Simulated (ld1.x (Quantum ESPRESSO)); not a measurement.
hafnium (Hf) ultrasoft: all-electron and pseudo phase curves

ld1.x (Quantum ESPRESSO) 7.5 input, shortened:

```
&input
   title='Hf', zed=72., rel=2, dft='PBE', iswitch=3,
   config='[Xe] 4f14 5d2 6s0.5 6p0', rel_dist='average'
 /
 &inputp
   pseudotype=3, tm=.true., lloc=-2, rcloc=2.65,
   nlcc=.true., rcore=1.30,
   which_augfun='PSQ', rmatch_augfun_nc=.true.
 /
6
5S  1  0   2.00   0.00  1.55  1.90  0.0
6S  2  0   0.50   0.00  1.55  1.90  0.0
5P  2  1   6.00   0.00  1.80  2.50  0.0
6P  3  1   0.00   0.00  1.80  2.50  0.0
5D  3  2   2.00   0.00  2.40  2.65  0.0
5D  3  2   0.00   0.90  2.40  2.65  0.0
 &test
   configts(1)='5s2 5p6 5d2 6s0.5 6p0'
 /
```

Open shells are filled in proportion to 2j + 1 (rel_dist='average').

The phase is arctan(r·u′/u) with u = r·R(r), unwrapped; energies in Ry, scanned from -8 to 5 Ry. A pole is an energy at which the radial function vanishes at the test radius. The pseudo phase is shifted by a multiple of π to meet the all-electron one at the reference energy, and phase errors are pseudo minus all-electron; the curves can meet again beyond the range given. Levels narrower than the energy grid can be missing from the lists of poles.

For each channel, where are the poles, and over which energies does the pseudopotential scatter like the atom?

| channel | radius (bohr) | reference energy (Ry) | poles, all-electron | poles, pseudo | unbroken range about the reference energy with phases within 0.05 rad | phase error 1 Ry above the reference energy (rad) |
| --- | --- | --- | --- | --- | --- | --- |
| s | 2.91 | -1.04 | -5.68, 0.88 | -5.68, 0.89 | the whole range | +0.000 |
| p1/2 | 2.91 | -0.71 | -3.77, 1.96 | -3.77, 2.10 | below 3.8 | +0.006 |
| p3/2 | 2.91 | -0.65 | -3.17, 2.44 | -3.17, 2.37 | below 4.6 | -0.003 |
| d3/2 | 2.91 | -0.97 | -0.48, 4.70 | -0.48, 4.58 | the whole range | -0.000 |
| d5/2 | 2.91 | -0.93 | -0.40, 4.83 | -0.40, 4.70 | the whole range | -0.000 |

Phases in the s channel:

```json
{"E (Ry)": "-8.00", "all-electron": "1.433", "pseudo": "1.433"}
{"E (Ry)": "-7.76", "all-electron": "1.430", "pseudo": "1.430"}
{"E (Ry)": "-7.52", "all-electron": "1.427", "pseudo": "1.427"}
{"E (Ry)": "-7.28", "all-electron": "1.424", "pseudo": "1.424"}
{"E (Ry)": "-7.04", "all-electron": "1.420", "pseudo": "1.420"}
{"E (Ry)": "-6.80", "all-electron": "1.416", "pseudo": "1.416"}
{"E (Ry)": "-6.56", "all-electron": "1.411", "pseudo": "1.411"}
{"E (Ry)": "-6.32", "all-electron": "1.405", "pseudo": "1.405"}
{"E (Ry)": "-6.08", "all-electron": "1.396", "pseudo": "1.397"}
{"E (Ry)": "-5.84", "all-electron": "1.367", "pseudo": "1.367"}
{"E (Ry)": "-5.60", "all-electron": "-1.709", "pseudo": "-1.709"}
{"E (Ry)": "-5.36", "all-electron": "-1.737", "pseudo": "-1.737"}
{"E (Ry)": "-5.12", "all-electron": "-1.748", "pseudo": "-1.747"}
{"E (Ry)": "-4.88", "all-electron": "-1.756", "pseudo": "-1.756"}
{"E (Ry)": "-4.64", "all-electron": "-1.765", "pseudo": "-1.765"}
{"E (Ry)": "-4.40", "all-electron": "-1.774", "pseudo": "-1.774"}
{"E (Ry)": "-4.16", "all-electron": "-1.784", "pseudo": "-1.784"}
{"E (Ry)": "-3.92", "all-electron": "-1.795", "pseudo": "-1.795"}
{"E (Ry)": "-3.68", "all-electron": "-1.808", "pseudo": "-1.808"}
{"E (Ry)": "-3.44", "all-electron": "-1.824", "pseudo": "-1.824"}
{"E (Ry)": "-3.20", "all-electron": "-1.842", "pseudo": "-1.842"}
{"E (Ry)": "-2.96", "all-electron": "-1.865", "pseudo": "-1.865"}
{"E (Ry)": "-2.72", "all-electron": "-1.893", "pseudo": "-1.893"}
{"E (Ry)": "-2.48", "all-electron": "-1.930", "pseudo": "-1.930"}
{"E (Ry)": "-2.24", "all-electron": "-1.981", "pseudo": "-1.981"}
{"E (Ry)": "-2.00", "all-electron": "-2.055", "pseudo": "-2.055"}
{"E (Ry)": "-1.76", "all-electron": "-2.172", "pseudo": "-2.172"}
{"E (Ry)": "-1.52", "all-electron": "-2.377", "pseudo": "-2.377"}
{"E (Ry)": "-1.28", "all-electron": "-2.775", "pseudo": "-2.775"}
{"E (Ry)": "-1.04", "all-electron": "-3.428", "pseudo": "-3.428"}
{"E (Ry)": "-0.80", "all-electron": "-3.982", "pseudo": "-3.982"}
{"E (Ry)": "-0.56", "all-electron": "-4.278", "pseudo": "-4.278"}
{"E (Ry)": "-0.32", "all-electron": "-4.437", "pseudo": "-4.436"}
{"E (Ry)": "-0.08", "all-electron": "-4.533", "pseudo": "-4.532"}
{"E (Ry)": "0.16", "all-electron": "-4.597", "pseudo": "-4.597"}
{"E (Ry)": "0.40", "all-electron": "-4.645", "pseudo": "-4.644"}
{"E (Ry)": "0.64", "all-electron": "-4.681", "pseudo": "-4.681"}
{"E (Ry)": "0.88", "all-electron": "-4.712", "pseudo": "-4.712"}
{"E (Ry)": "1.12", "all-electron": "-4.739", "pseudo": "-4.738"}
{"E (Ry)": "1.36", "all-electron": "-4.763", "pseudo": "-4.762"}
{"E (Ry)": "1.60", "all-electron": "-4.786", "pseudo": "-4.785"}
{"E (Ry)": "1.84", "all-electron": "-4.809", "pseudo": "-4.808"}
{"E (Ry)": "2.08", "all-electron": "-4.833", "pseudo": "-4.832"}
{"E (Ry)": "2.32", "all-electron": "-4.859", "pseudo": "-4.857"}
{"E (Ry)": "2.56", "all-electron": "-4.888", "pseudo": "-4.886"}
{"E (Ry)": "2.80", "all-electron": "-4.923", "pseudo": "-4.921"}
{"E (Ry)": "3.04", "all-electron": "-4.968", "pseudo": "-4.965"}
{"E (Ry)": "3.28", "all-electron": "-5.028", "pseudo": "-5.024"}
{"E (Ry)": "3.52", "all-electron": "-5.115", "pseudo": "-5.109"}
{"E (Ry)": "3.76", "all-electron": "-5.253", "pseudo": "-5.243"}
{"E (Ry)": "4.00", "all-electron": "-5.502", "pseudo": "-5.484"}
{"E (Ry)": "4.24", "all-electron": "-5.977", "pseudo": "-5.948"}
{"E (Ry)": "4.48", "all-electron": "-6.640", "pseudo": "-6.616"}
{"E (Ry)": "4.72", "all-electron": "-7.111", "pseudo": "-7.101"}
{"E (Ry)": "4.96", "all-electron": "-7.357", "pseudo": "-7.354"}
```
